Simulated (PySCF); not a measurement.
**Basis-set dependence of population analyses: `BO[C@H](C)F`**

Compound: C2H6BFO.
Atom-mapped SMILES: `[BH2:1][O:2][C@H:3]([CH3:4])[F:5]` (hydrogens: H6, H7 on B1; H8 on C3; H9, H10, H11 on C4)

PBE0 throughout (PySCF), one geometry, spherical d and f functions. Isolated species at its PBE0-D3(BJ)/def2-SVP geometry (one conformer only). Atoms taken as equivalent share a column and are averaged. The first 7 of 8 kinds of atom are listed.

Mulliken charges (e):

```
        basis  functions      B1      O2      C3      C4      F5   H6/H7      H8
       STO-3G         31  +0.170  -0.231  +0.159  -0.252  -0.104  -0.057  +0.082
        6-31G         57  +0.321  -0.493  +0.355  -0.512  -0.319  -0.047  +0.166
     pcSseg-0         57  +0.289  -0.625  +0.398  -0.671  -0.368  -0.009  +0.237
       6-31G*         82  +0.177  -0.369  +0.435  -0.584  -0.330  -0.034  +0.147
      cc-pVDZ        100  +0.080  -0.145  +0.282  -0.078  -0.219  -0.064  +0.024
     def2-SVP        100  +0.114  -0.207  +0.334  -0.086  -0.248  -0.060  +0.027
  aug-cc-pVDZ        169  -0.888  -0.560  +1.332  +0.290  -0.502  +0.501  -0.424
6-311+G(2d,p)        171  +0.170  -0.246  +0.190  -0.450  -0.278  -0.006  +0.130
    def2-TZVP        191  +0.057  -0.216  +0.235  -0.332  -0.204  +0.001  +0.064
      cc-pVTZ        234  +0.024  -0.175  +0.326  -0.282  -0.203  -0.018  +0.032
     IGLO-III        235  +0.343  -0.347  +0.252  -0.348  -0.238  -0.075  +0.081
```

IAO charges (e):

| basis | functions | B1 | O2 | C3 | C4 | F5 | H6/H7 | H8 |
| --- | --- | --- | --- | --- | --- | --- | --- | --- |
| STO-3G | 31 | +0.094 | -0.242 | +0.168 | -0.422 | -0.130 | -0.015 | +0.114 |
| 6-31G | 57 | +0.129 | -0.343 | +0.325 | -0.455 | -0.295 | +0.001 | +0.136 |
| pcSseg-0 | 57 | +0.123 | -0.335 | +0.329 | -0.453 | -0.284 | -0.003 | +0.132 |
| 6-31G* | 82 | +0.164 | -0.362 | +0.377 | -0.440 | -0.306 | -0.012 | +0.121 |
| cc-pVDZ | 100 | +0.143 | -0.351 | +0.377 | -0.440 | -0.307 | -0.007 | +0.123 |
| def2-SVP | 100 | +0.153 | -0.351 | +0.378 | -0.429 | -0.309 | -0.012 | +0.121 |
| aug-cc-pVDZ | 169 | +0.149 | -0.357 | +0.378 | -0.447 | -0.322 | -0.006 | +0.129 |
| 6-311+G(2d,p) | 171 | +0.155 | -0.361 | +0.377 | -0.449 | -0.323 | -0.007 | +0.130 |
| def2-TZVP | 191 | +0.158 | -0.363 | +0.383 | -0.450 | -0.322 | -0.008 | +0.127 |
| cc-pVTZ | 234 | +0.156 | -0.362 | +0.382 | -0.452 | -0.320 | -0.008 | +0.127 |
| IGLO-III | 235 | +0.156 | -0.363 | +0.379 | -0.451 | -0.323 | -0.007 | +0.129 |

Some averages cover members that differ in this geometry, most widely: H6/H7, Mulliken in aug-cc-pVDZ +0.359 to +0.642; H6/H7, Mulliken in pcSseg-0 -0.027 to +0.009; H6/H7, Mulliken in cc-pVDZ -0.081 to -0.047; H6/H7, Mulliken in def2-SVP -0.075 to -0.046 e.

Task: Which scheme is steadiest as the basis changes?

Result: Largest range over the bases for any column: IAO 0.21 e, Mulliken 1.23 e. IAO charges move least and Mulliken charges most, counted in e. Without the minimal STO-3G basis the ranges are IAO 0.06, Mulliken 1.23 e.

Task: How much do the charges still move between the two largest bases, cc-pVTZ and IGLO-III?

Result: At most, over all atoms: Mulliken 0.319 e, IAO 0.003 e.

Task: What do the same runs give for the total energy, the frontier levels and the dipole moment?

Result: 
```tsv
basis	energy (Eh)	HOMO (eV)	LUMO (eV)	μ (D)
STO-3G	-275.7534	-5.75	3.11	1.84
6-31G	-279.3742	-8.76	-0.40	2.14
pcSseg-0	-278.8106	-8.88	-0.59	2.22
6-31G*	-279.4519	-8.71	-0.18	1.80
cc-pVDZ	-279.4713	-8.75	-0.46	1.83
def2-SVP	-279.2502	-8.82	-0.51	1.91
aug-cc-pVDZ	-279.4925	-8.91	-0.80	1.92
6-311+G(2d,p)	-279.5476	-8.94	-0.79	1.95
def2-TZVP	-279.5734	-8.90	-0.68	1.88
cc-pVTZ	-279.5626	-8.88	-0.63	1.85
IGLO-III	-279.5795	-8.92	-0.76	1.91
```

The dipole is fixed by the density alone, so its range of 0.42 D shows that the density itself changes with the basis, not only its division among atoms.
